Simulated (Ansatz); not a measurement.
`[SiH3]N([SiH3])[SiH2]Cl` → H₂ + `[SiH3]N([SiH3])[Si]Cl` at 600 K and 1 bar (silylene formation by 1,1-elimination).

Gas-phase electronic energies from Ansatz, PBE0-D4/def2-TZVP geometries. CBS: MP2 limit from def2 TZ/QZ plus the TZ coupled-cluster correction, frozen cores. This one scheme is used for every species. Each species was taken in one conformer, which may not be the lowest.

```csv
species,CCSD(T)/CBS energy (Eh),H − E (kJ/mol),S (J/(mol·K))
`[SiH3]N([SiH3])[SiH2]Cl`,-1386.64781,281.1,529.3
H₂,-1.17544,43.9,150.8
`[SiH3]N([SiH3])[Si]Cl`,-1385.41346,227.8,490.0
```

H − E and S are ideal-gas, rigid-rotor, harmonic terms from PBE0-D4/def2-TZVP, for one conformer and one mirror image of each species. For small species the MP2-based limit differs from directly extrapolated CCSD(T) by up to some mEh (0.8 for H₂); such offsets cancel only in part. 1 Eh = 2625.50 kJ/mol, R = 8.31446 J/(mol·K).

Question: By hand: ΔE, ΔH, ΔS and ΔG.

Answer: ΔE = (-1.17544) + (-1385.41346) − (-1386.64781) = 0.05891 Eh = 154.7 kJ/mol. Δ(H − E) = 43.9 + 227.8 − 281.1 = -9.4, so ΔH = 145.3 kJ/mol. ΔS = 150.8 + 490.0 − 529.3 = 111.5 J/(mol·K). ΔG = 145.3 − 600 × (111.5)/1000 = 78.4 kJ/mol.

Question: By hand: the equilibrium constant, and the temperature at which ΔG would vanish if ΔH and ΔS stayed fixed.

Answer: log₁₀ K = −ΔG/(RT ln 10) = -6.8. ΔG = 0 at ΔH/ΔS = 1303 K.

The number of gas molecules changes by +1, which sets the sign of ΔS. A doubt of 5 kJ/mol in ΔE shifts log₁₀ K by 0.4 here. Other conformers and mirror images would add mixing entropy, several J/(mol·K) or more a flexible species. Modes under 60 cm⁻¹, often nearly free rotors, make the harmonic entropy too high. These are equilibria of isolated gas molecules and say nothing of rates. Largest T1 diagnostic: 0.013 (customary marks: 0.02 for closed shells, 0.045 for open ones).
